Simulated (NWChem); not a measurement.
System: CH6BOP; SMILES CB(O)P

NWChem printed, in part:

```
             Northwest Computational Chemistry Package (NWChem) 7.3.0
             --------------------------------------------------------

                             Geometry "geometry" -> ""
                             -------------------------

 Output coordinates in angstroms (scale by  1.889725989 to convert to a.u.)

  No.       Tag          Charge          X              Y              Z
 ---- ---------------- ---------- -------------- -------------- --------------
    1 B                    5.0000    -0.10663800    -0.45911600     0.05400900
    2 C                    6.0000     1.13305000    -1.43243400     0.01027500
    3 H                    1.0000     1.46313600    -1.54971500    -1.03692100
    4 H                    1.0000     0.91927200    -2.43997400     0.40503200
    5 H                    1.0000     1.99668900    -1.02389000     0.55832500
    6 O                    8.0000    -1.37560200    -0.89465900     0.25183300
    7 H                    1.0000    -1.42726100    -1.84786800     0.38699900
    8 P                   15.0000     0.11830200     1.46064600    -0.05253600
    9 H                    1.0000    -1.01789300     1.75073200    -0.86076300
   10 H                    1.0000     1.06788400     1.47286400    -1.11579400

 Effective nuclear repulsion energy (a.u.)     146.8278961300

                              NWChem Property Module
                              ----------------------

  itol2e modified to match energy
  convergence criterion.

                                 NWChem DFT Module
                                 -----------------

 Summary of "ao basis" -> "ao basis" (spherical)
 ------------------------------------------------------------------------------
       Tag                 Description            Shells   Functions and Types
 ---------------- ------------------------------  ------  ---------------------
 B                           6-31g*                  6       14   3s2p1d
 C                           6-31g*                  6       14   3s2p1d
 H                           6-31g*                  2        2   2s
 O                           6-31g*                  6       14   3s2p1d
 P                           6-31g*                  8       18   4s3p1d

  itol2e modified to match energy
  convergence criterion.

            General Information
            -------------------
          SCF calculation type: DFT
          Wavefunction type:  closed shell.
          No. of atoms     :    10
          No. of electrons :    40
           Alpha electrons :    20
            Beta electrons :    20
          Charge           :     0
          Spin multiplicity:     1
          Use of symmetry is: off; symmetry adaption is: off
          Maximum number of iterations: 150
          AO basis - number of functions:    72
                     number of shells:    38
          Convergence on energy requested:  1.00D-07
          Convergence on density requested:  1.00D-05
          Convergence on gradient requested:  5.00D-04

              XC Information
              --------------
                         PBE0 Method XC Functional
                     Hartree-Fock (Exact) Exchange  0.250
          PerdewBurkeErnzerhof Exchange Functional  0.750
            Perdew 1991 LDA Correlation Functional  1.000 local
           PerdewBurkeErnz. Correlation Functional  1.000 non-local

[...]

          -----------------------
          Electric field gradient
          -----------------------

 1 a.u. = 0.324123 10**(16) esu/cm**3  ( or statvolts/cm**2 ) = 0.97174 10**(22) v/m**2

 ------------------------------------------------------------
   Atom      X         Y         Z
 ------------------------------------------------------------
    1 B   -0.20152  -0.86760   0.10206
 ------------------------------------------------------------

 Electric field gradient in molecular frame (a.u.)
         XX             YY             ZZ             XY             XZ             YZ
 ------------------------------------------------------------------------------------------
        0.164443       0.184894      -0.349337      -0.056483      -0.054267      -0.059439

 Principal components (a.u.) and orientation
 of principal axis w.r.t. absolute frame                      Asymmetry parameter eta
 --------------------------------------------------------------------------------------
       -0.362784       0.232292       0.130492                       0.280608

        0.114252      -0.629889       0.768235
        0.118827       0.776412       0.618922
        0.986320      -0.020574      -0.163555

 ------------------------------------------------------------
   Atom      X         Y         Z
 ------------------------------------------------------------
    2 C    2.14115  -2.70691   0.01942
 ------------------------------------------------------------

 Electric field gradient in molecular frame (a.u.)
         XX             YY             ZZ             XY             XZ             YZ
 ------------------------------------------------------------------------------------------
        0.074368      -0.011053      -0.063316      -0.076751      -0.010728       0.013016

 Principal components (a.u.) and orientation
 of principal axis w.r.t. absolute frame                      Asymmetry parameter eta
 --------------------------------------------------------------------------------------
        0.120857      -0.067589      -0.053269                       0.118489

        0.857447      -0.163523       0.487898
       -0.507369      -0.426769       0.748629
       -0.085801       0.889454       0.448898

 ------------------------------------------------------------
   Atom      X         Y         Z
 ------------------------------------------------------------
    3 H    2.76493  -2.92854  -1.95950
 ------------------------------------------------------------

 Electric field gradient in molecular frame (a.u.)
         XX             YY             ZZ             XY             XZ             YZ
 ------------------------------------------------------------------------------------------
        0.105577       0.136020      -0.241597       0.012252       0.121048      -0.043223

 Principal components (a.u.) and orientation
 of principal axis w.r.t. absolute frame                      Asymmetry parameter eta
 --------------------------------------------------------------------------------------
       -0.284432       0.144100       0.140332                       0.013247

       -0.297789       0.879190       0.371950
        0.106205      -0.356697       0.928164
        0.948705       0.315900       0.012846

 ------------------------------------------------------------
   Atom      X         Y         Z
 ------------------------------------------------------------
    4 H    1.73717  -4.61088   0.76540
 ------------------------------------------------------------

 Electric field gradient in molecular frame (a.u.)
         XX             YY             ZZ             XY             XZ             YZ
 ------------------------------------------------------------------------------------------
        0.123315      -0.212290       0.088975      -0.080223       0.030343       0.140620

 Principal components (a.u.) and orientation
 of principal axis w.r.t. absolute frame                      Asymmetry parameter eta
 --------------------------------------------------------------------------------------
       -0.285708       0.144800       0.140908                       0.013623

        0.205213      -0.309586       0.928463
        0.910727       0.407812      -0.065312
       -0.358419       0.858979       0.365637

 ------------------------------------------------------------
   Atom      X         Y         Z
 ------------------------------------------------------------
    5 H    3.77320  -1.93487   1.05508
 ------------------------------------------------------------

 Electric field gradient in molecular frame (a.u.)
         XX             YY             ZZ             XY             XZ             YZ
 ------------------------------------------------------------------------------------------
       -0.119973       0.083036       0.036938      -0.126416      -0.169000      -0.077589

 Principal components (a.u.) and orientation
 of principal axis w.r.t. absolute frame                      Asymmetry parameter eta
 --------------------------------------------------------------------------------------
       -0.287242       0.146320       0.140922                       0.018792

        0.783705      -0.620871      -0.018021
        0.371821       0.492184      -0.787086
        0.497549       0.610143       0.616580

 ------------------------------------------------------------
   Atom      X         Y         Z
 ------------------------------------------------------------
    6 O   -2.59951  -1.69066   0.47590
 ------------------------------------------------------------

 Electric field gradient in molecular frame (a.u.)
         XX             YY             ZZ             XY             XZ             YZ
 ------------------------------------------------------------------------------------------
        0.375192      -0.934700       0.559509      -0.641435       0.110605       0.283895

[...]
```

Level: PBE0/6-31G* (spherical d). The geometry was optimised at PBE0/def2-SVP. NWChem prints the field gradient with the sign opposite to the second derivative of the potential.

### Question
Which NWChem input produces such a log?

### Answer
This is not unique; one that fits is the input that was run:
```
start job
memory heap 200 mb stack 900 mb global 1100 mb
geometry units angstroms noautosym nocenter noautoz
  B     -0.106638    -0.459116     0.054009
  C      1.133050    -1.432434     0.010275
  H      1.463136    -1.549715    -1.036921
  H      0.919272    -2.439974     0.405032
  H      1.996689    -1.023890     0.558325
  O     -1.375602    -0.894659     0.251833
  H     -1.427261    -1.847868     0.386999
  P      0.118302     1.460646    -0.052536
  H     -1.017893     1.750732    -0.860763
  H      1.067884     1.472864    -1.115794
end
basis spherical
  * library 6-31g*
end
dft
  xc pbe0
  iterations 150
end
property
  efieldgrad
end
task dft property
```
